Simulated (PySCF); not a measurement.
CH₆GeO₂Si. Atoms are numbered in the order given.

```xyz
11

C     -1.9784     1.0755    -0.2802
Ge    -0.6447    -0.1925     0.2919
O      0.4114    -0.8119    -1.0542
Si     1.7705    -0.0685    -0.3801
O      0.8865     0.5725     0.9091
H     -2.4333     1.5625     0.5947
H     -1.5109     1.8372    -0.9186
H     -2.7672     0.5595    -0.8469
H     -1.1473    -1.3198     1.2084
H      2.3685     0.9751    -1.2608
H      2.8218    -1.0345     0.0467
```

The structure is a stationary point at PBE0-D3(BJ)/def2-SVP. The structure was generated by enumeration, and PubChem lists no compound with its InChIKey, so it may never have been made.

All values below come from PBE0-D3(BJ)/def2-SVP in PySCF.

Frequencies are harmonic and unscaled.

```json
[
 {"mode": "1", "ν (cm⁻¹)": "83", "IR (km/mol)": "0.0", "Raman (Å⁴/amu)": "0.1", "depolarisation": "0.75", "moving atoms (share of kinetic energy)": "H 97 %"},
 {"mode": "2", "ν (cm⁻¹)": "121", "IR (km/mol)": "0.1", "Raman (Å⁴/amu)": "0.9", "depolarisation": "0.68", "moving atoms (share of kinetic energy)": "C 31 %, H 30 %, Si 21 %, O 9 %, Ge 9 %"},
 {"mode": "3", "ν (cm⁻¹)": "160", "IR (km/mol)": "0.0", "Raman (Å⁴/amu)": "0.3", "depolarisation": "0.75", "moving atoms (share of kinetic energy)": "O 39 %, C 25 %, H 23 %, Ge 12 %"},
 {"mode": "4", "ν (cm⁻¹)": "253", "IR (km/mol)": "14.1", "Raman (Å⁴/amu)": "1.2", "depolarisation": "0.69", "moving atoms (share of kinetic energy)": "O 52 %, H 23 %, Ge 15 %"},
 {"mode": "5", "ν (cm⁻¹)": "436", "IR (km/mol)": "6.7", "Raman (Å⁴/amu)": "7.3", "depolarisation": "0.30", "moving atoms (share of kinetic energy)": "Si 40 %, Ge 31 %, O 19 %"},
 {"mode": "6", "ν (cm⁻¹)": "551", "IR (km/mol)": "11.7", "Raman (Å⁴/amu)": "3.8", "depolarisation": "0.75", "moving atoms (share of kinetic energy)": "O 55 %, H 24 %, Ge 15 %"},
 {"mode": "7", "ν (cm⁻¹)": "606", "IR (km/mol)": "0.0", "Raman (Å⁴/amu)": "18.1", "depolarisation": "0.75", "moving atoms (share of kinetic energy)": "H 93 %"},
 {"mode": "8", "ν (cm⁻¹)": "628", "IR (km/mol)": "7.4", "Raman (Å⁴/amu)": "16.0", "depolarisation": "0.21", "moving atoms (share of kinetic energy)": "C 59 %, H 22 %, Ge 15 %"},
 {"mode": "9", "ν (cm⁻¹)": "634", "IR (km/mol)": "0.0", "Raman (Å⁴/amu)": "7.5", "depolarisation": "0.75", "moving atoms (share of kinetic energy)": "H 77 %, O 21 %"},
 {"mode": "10", "ν (cm⁻¹)": "682", "IR (km/mol)": "51.0", "Raman (Å⁴/amu)": "8.0", "depolarisation": "0.75", "moving atoms (share of kinetic energy)": "H 84 %"},
 {"mode": "11", "ν (cm⁻¹)": "712", "IR (km/mol)": "199.8", "Raman (Å⁴/amu)": "0.9", "depolarisation": "0.68", "moving atoms (share of kinetic energy)": "H 64 %, O 18 %, Si 13 %"},
 {"mode": "12", "ν (cm⁻¹)": "733", "IR (km/mol)": "163.3", "Raman (Å⁴/amu)": "7.0", "depolarisation": "0.17", "moving atoms (share of kinetic energy)": "O 75 %, H 12 %, Ge 9 %"},
 {"mode": "13", "ν (cm⁻¹)": "751", "IR (km/mol)": "3.6", "Raman (Å⁴/amu)": "0.1", "depolarisation": "0.75", "moving atoms (share of kinetic energy)": "H 53 %, O 24 %, C 12 %, Si 11 %"},
 {"mode": "14", "ν (cm⁻¹)": "835", "IR (km/mol)": "10.8", "Raman (Å⁴/amu)": "13.0", "depolarisation": "0.75", "moving atoms (share of kinetic energy)": "H 54 %, O 35 %"},
 {"mode": "15", "ν (cm⁻¹)": "853", "IR (km/mol)": "226.5", "Raman (Å⁴/amu)": "12.3", "depolarisation": "0.37", "moving atoms (share of kinetic energy)": "H 46 %, O 34 %, Si 11 %, C 9 %"},
 {"mode": "16", "ν (cm⁻¹)": "868", "IR (km/mol)": "11.2", "Raman (Å⁴/amu)": "5.3", "depolarisation": "0.04", "moving atoms (share of kinetic energy)": "H 41 %, O 37 %, Si 14 %"},
 {"mode": "17", "ν (cm⁻¹)": "928", "IR (km/mol)": "282.2", "Raman (Å⁴/amu)": "8.3", "depolarisation": "0.75", "moving atoms (share of kinetic energy)": "H 60 %, Si 20 %, O 16 %"},
 {"mode": "18", "ν (cm⁻¹)": "1014", "IR (km/mol)": "176.0", "Raman (Å⁴/amu)": "13.3", "depolarisation": "0.75", "moving atoms (share of kinetic energy)": "H 92 %"},
 {"mode": "19", "ν (cm⁻¹)": "1256", "IR (km/mol)": "17.4", "Raman (Å⁴/amu)": "2.6", "depolarisation": "0.07", "moving atoms (share of kinetic energy)": "H 79 %, C 21 %"},
 {"mode": "20", "ν (cm⁻¹)": "1423", "IR (km/mol)": "5.9", "Raman (Å⁴/amu)": "10.1", "depolarisation": "0.74", "moving atoms (share of kinetic energy)": "H 96 %"},
 {"mode": "21", "ν (cm⁻¹)": "1423", "IR (km/mol)": "5.3", "Raman (Å⁴/amu)": "11.6", "depolarisation": "0.73", "moving atoms (share of kinetic energy)": "H 96 %"},
 {"mode": "22", "ν (cm⁻¹)": "2169", "IR (km/mol)": "134.9", "Raman (Å⁴/amu)": "183.4", "depolarisation": "0.22", "moving atoms (share of kinetic energy)": "H 99 %"},
 {"mode": "23", "ν (cm⁻¹)": "2248", "IR (km/mol)": "172.4", "Raman (Å⁴/amu)": "102.5", "depolarisation": "0.57", "moving atoms (share of kinetic energy)": "H 96 %"},
 {"mode": "24", "ν (cm⁻¹)": "2254", "IR (km/mol)": "147.8", "Raman (Å⁴/amu)": "226.0", "depolarisation": "0.11", "moving atoms (share of kinetic energy)": "H 98 %"},
 {"mode": "25", "ν (cm⁻¹)": "3071", "IR (km/mol)": "0.1", "Raman (Å⁴/amu)": "138.9", "depolarisation": "0.01", "moving atoms (share of kinetic energy)": "H 97 %"},
 {"mode": "26", "ν (cm⁻¹)": "3184", "IR (km/mol)": "0.1", "Raman (Å⁴/amu)": "86.1", "depolarisation": "0.75", "moving atoms (share of kinetic energy)": "H 91 %, C 9 %"},
 {"mode": "27", "ν (cm⁻¹)": "3198", "IR (km/mol)": "0.0", "Raman (Å⁴/amu)": "67.4", "depolarisation": "0.75", "moving atoms (share of kinetic energy)": "H 90 %, C 10 %"}
]
```
